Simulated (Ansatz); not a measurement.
Task: Name a neutral molecule of C, O, Si and H with LUMO energy (PBE/def2-TZVPP) between -0.05 and 0.25 eV and LUMO energy (B3LYP/def2-TZVPP) between 0.30 and 0.60 eV (Ansatz, PBE0-D4/def2-TZVP geometry).

Result: `CCO[SiH2]C` (-0.03 eV, 0.57 eV); `CO[SiH](O)O` (0.01 eV, 0.53 eV); `CC(C)(C)O[SiH2]OC(C)(C)C` (0.06 eV, 0.59 eV). Other molecules can fit too; these were computed, each in one conformer that needn't be the lowest.

B3LYP here is the variant with VWN-RPA as its local correlation; programs differ in this.
